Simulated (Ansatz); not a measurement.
`[OH][Al]([F])[SH]` and `[OH][Al]([F])[TeH]` differ in one atom or group.

Ansatz, PBE0-D4/def2-TZVP geometries, multiplicity 1. Each molecule was computed in one conformer, which needn't be the lowest.

Elements past krypton have def2 core potentials.  Spin–orbit coupling is left out; it splits and shifts lone-pair levels of the heavy atoms by tenths of an eV.

```csv
property,`[OH][Al]([F])[SH]`
HOMO–LUMO gap (PBE/def2-TZVPP) / eV,5.18
HOMO–LUMO gap (B3LYP/def2-TZVPP) / eV,6.69
HOMO energy (PBE0/def2-TZVPP) / eV,-8.05
size of the dipole moment (B3LYP/def2-TZVPP) / D,1.63
HOMO energy (B3LYP/def2-TZVPP) / eV,-7.77
HOMO energy (PBE/def2-TZVPP) / eV,-6.79
```

(1) Give the same properties after the change, and the shifts. (Estimate.)

Results:

(1) Computed: 
```
                                        property  `[OH][Al]([F])[TeH]`  shift
             HOMO–LUMO gap (PBE/def2-TZVPP) / eV                  4.18  -1.00
           HOMO–LUMO gap (B3LYP/def2-TZVPP) / eV                  5.53  -1.16
              HOMO energy (PBE0/def2-TZVPP) / eV                 -7.04   1.01
size of the dipole moment (B3LYP/def2-TZVPP) / D                  2.52   0.89
             HOMO energy (B3LYP/def2-TZVPP) / eV                 -6.81   0.96
               HOMO energy (PBE/def2-TZVPP) / eV                 -6.00   0.79
```

With PBE0 the HOMO rises by 1.01 eV and the LUMO falls by 0.26 eV, so the gap narrows by about 1.27 eV. PBE moves the HOMO by 0.79 eV and ωB97M-V by 1.14 eV. Dipoles are sizes alone; their direction can turn.

B3LYP here is the variant with VWN-RPA as its local correlation; programs differ in this.
